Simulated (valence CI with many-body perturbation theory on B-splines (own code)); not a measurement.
The numbers below are computed, except where a source is named.
Mo X: what the settings do

Level of theory: configuration interaction combined with many-body perturbation theory (CI+MBPT): five valence electrons over a frozen Dirac-Fock core [Ar] 3d10, radial functions for each j: 6 s, 6 p, 5 d, 3 f, 1 g, with the one-electron correlation potential Σ1 (screened to all orders), the two-electron term Σ2, the three-electron term Σ3, Breit, model QED; selected single and double excitations, second order for the rest, scaled by the run's own slope (own B-spline code, finite nucleus).

No measured levels were compared; by estimate levels hold to about 250 cm⁻¹ or 0.2 % of their energy and the worst to 1 %, as in measured heavy ions of charge 2 to 7; those with d or f electrons hold less well. Among the levels kept, up to 1000 cm⁻¹ of a level comes from second order outside the variational space, and about a tenth of that is noise between levels of different J, which matters for small intervals.

The reference run has the lowest level 4s2 4p3 4S°_3/2 and an ionisation energy of 186.007 eV. Its largest variational space holds 9965 state functions.

Names give the largest LS component (configuration and term), which can be under half, so a name can repeat, a term be missing and a line seem to break the LS rules; names also repeat where a configuration has a term twice.

Changed runs:
A. three-electron term on → off
B. size limit of the variational space 10000 → 1500; second order for the rest on → off
C. scale of Σ1 1 → 0.8
D. correlating orbitals by l 3 3 3 2 1 → 2 2 1 1 0; natural orbitals for correlation on → off (bad on purpose)

Excitation energies of the reference run in cm⁻¹, and shifts in cm⁻¹:

```
                 Level  Reference       A       B       C       D
       4s2 4p3 2D°_3/2      27166     +97    +299     -29    +810
       4s2 4p3 2D°_5/2      35816     +91    +435     -59    +854
       4s2 4p3 2P°_1/2      55742    +196    -208     -69   +1232
       4s2 4p3 2P°_3/2      70898    +153    +368    -142   +1054
         4s 4p4 4P_5/2     224756     -88   +1254    -226    -194
         4s 4p4 4P_3/2     239680     -96    +637    -278    -245
         4s 4p4 4P_1/2     244278     -82    -428    -285    -172
         4s 4p4 2D_3/2     276698    +2.8   +1278    -284    +599
         4s 4p4 2D_5/2     281643    -2.3   +1907    -310    +588
         4s 4p4 2S_1/2     314931    +156    +440    -307   +1319
         4s 4p4 2P_3/2     318656     +16   +1750    -323    +724
         4s 4p4 2P_1/2     341922     +66    +552    -399    +963
Ionisation energy (eV)    186.007  +0.105  -0.191  -0.181  -0.067
```
